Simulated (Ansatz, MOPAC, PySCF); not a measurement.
Complex: CHN (SMILES C#N) (first 3 atoms) with CH2O2 (SMILES O=CO); geometry from B3LYP-D3(BJ)/def2-TZVP, rigid monomers moved along the line of their centres of mass till N2···H8 is 1.73 Å.
(charge 0, multiplicity 1):
```tsv
atom	x (Å)	y (Å)	z (Å)
C	0.2913	0.1946	-0.1467
N	-0.2525	-0.2945	0.7320
H	0.8014	0.6532	-0.9642
O	0.9415	0.6485	3.6149
C	0.0989	-0.0832	4.0594
O	-0.7678	-0.8042	3.3478
H	-0.0661	-0.2537	5.1328
H	-0.6141	-0.6467	2.3902
```

Interaction energies are E(AB) − E(A) − E(B) at the monomers' geometry in the complex; basis-set methods are counterpoise corrected. Rows marked so take none.

Rows in 6-311+G** carry no dispersion term and start afresh at each structure. The state that PM7 reach isn't checked; PM7 holds dispersion and hydrogen-bond terms.

Programs: Ansatz (a quantum-chemistry and plane-wave program); MOPAC for PM7 (differences of heats of formation); PySCF for 6-311+G** rows. Values without a source in brackets are computed.

### Question
What is the computed interaction energy (PM7)?

### Answer
-4.0 kcal/mol

### Question
What interaction energy does HF/aug-cc-pVDZ give?

### Answer
-2.1 kcal/mol

### Question
Give the interaction energy at the level B3LYP/6-311+G** (no counterpoise).

### Answer
-4.7 kcal/mol
